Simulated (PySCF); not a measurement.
**PbI₃: fields on a plane**

All numbers come from UPBE0/[Pb def2-SVP with ECP60, I def2-SVP with ECP28], scalar-relativistic core potentials, density fitting, no spin–orbit coupling, PySCF.

The doublet minimum has Pb–I 2.841 Å (×3); I–Pb–I 110.3° (×3).

The plane holds Pb1 at (0.00, 0.00), I2 at (2.84, 0.00), I3 at (-0.98, 2.66) Å. Columns run from x = -2.85 to 5.25 Å, rows from y = 4.95 (top) to -1.95 Å, in steps of 0.3 Å. Other isomers or separated fragments may lie lower. Core electrons replaced by a potential are absent, the electrostatic potential uses the reduced nuclear charge, and values within about 0.7 Å of such atoms have no physical meaning.

**Question.** Give the electrostatic potential (V) (cut at 20 V). Every second row and column.

**Answer.** 
```
 0.1  0.2  0.4  0.4  0.2  0.0 -0.1 -0.2 -0.2 -0.1 -0.1 -0.1 -0.1 -0.1
 0.1  0.6  1.5  2.0  1.2  0.2 -0.2 -0.2 -0.2 -0.2 -0.2 -0.1 -0.1 -0.1
 0.2  1.9  7.5 14.1  8.4  1.7 -0.1 -0.3 -0.3 -0.2 -0.2 -0.2 -0.1 -0.1
 0.3  4.7 20.0 20.0 20.0  6.7  0.3 -0.3 -0.3 -0.3 -0.2 -0.2 -0.1 -0.1
 0.2  5.8 20.0 20.0 20.0 10.4  0.9  0.0 -0.2 -0.3 -0.3 -0.2 -0.2 -0.1
 0.0  2.7 19.8 20.0 20.0  6.3  1.7  0.6  0.1  0.0  0.0 -0.1 -0.1  0.0
 0.1  0.9  3.9  8.2  9.4  8.2  4.9  2.2  1.9  3.7  3.6  1.5  0.4  0.1
 0.3  1.0  2.9  9.2 20.0 20.0 17.4  5.7 10.6 20.0 20.0  9.7  1.9  0.4
 0.5  1.3  3.9 17.0 20.0 20.0 20.0  9.7 20.0 20.0 20.0 20.0  3.5  0.7
 0.6  1.3  3.5 13.3 20.0 20.0 20.0  8.0 20.0 20.0 20.0 17.9  2.8  0.6
 0.5  1.0  2.3  5.6 13.3 17.0  9.0  3.8  5.0 12.5 12.0  4.1  0.9  0.2
 0.3  0.6  1.2  2.2  3.5  3.9  2.9  1.5  0.9  1.0  0.8  0.3  0.1  0.0
```

**Question.** Give the spin density (e/Å³) (cut at ±0.5 e/Å³). Every second row and column.

**Answer.** 
```
 0.00  0.00  0.00  0.00  0.00  0.00  0.00  0.00  0.00  0.00  0.00  0.00  0.00  0.00
 0.00  0.00  0.01  0.01  0.01  0.00  0.00  0.00  0.00  0.00  0.00  0.00  0.00  0.00
 0.00  0.01  0.03  0.06  0.03  0.00  0.00  0.00  0.00  0.00  0.00  0.00  0.00  0.00
 0.00  0.01  0.03  0.00  0.01  0.00  0.00  0.00  0.00  0.00  0.00  0.00  0.00  0.00
 0.00  0.00  0.00  0.02  0.00  0.00  0.00  0.00  0.00  0.00  0.00  0.00  0.00  0.00
 0.00  0.00  0.03  0.06  0.06  0.01  0.00  0.00  0.00  0.00  0.00  0.00  0.00  0.00
 0.00  0.00  0.01  0.02  0.00  0.00  0.00  0.00  0.00  0.00  0.00  0.01  0.00  0.00
 0.00  0.00  0.00 -0.01  0.00  0.00 -0.01  0.00  0.02  0.00  0.02  0.04  0.01  0.00
 0.00  0.00  0.00  0.02 -0.01  0.00  0.01  0.00  0.06  0.08  0.12  0.07  0.02  0.00
 0.00  0.00  0.00  0.02  0.01  0.00  0.01  0.00  0.06  0.00  0.00  0.04  0.01  0.00
 0.00  0.00  0.00  0.01  0.03  0.03  0.00  0.00  0.01  0.01  0.00  0.00  0.00  0.00
 0.00  0.00  0.00  0.00  0.00  0.00  0.00  0.00  0.00  0.00  0.00  0.00  0.00  0.00
```

With an element this heavy the missing spin–orbit coupling can shift these numbers.
